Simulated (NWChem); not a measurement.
Molecule: CsF; SMILES [Cs][F]

Computed with NWChem. The geometry was optimised at PBE0-D3(BJ)/def2-TZVP. def2 effective core potentials on Cs; no spin-orbit coupling. Static field.

Order these by “isotropic polarisability (bohr³)”, lowest first: PBE/def2-SVP; PBE/def2-TZVPD; PBE/def2-TZVP.

PBE/def2-TZVP (30.8), PBE/def2-TZVPD (33.4), PBE/def2-SVP (34.6)
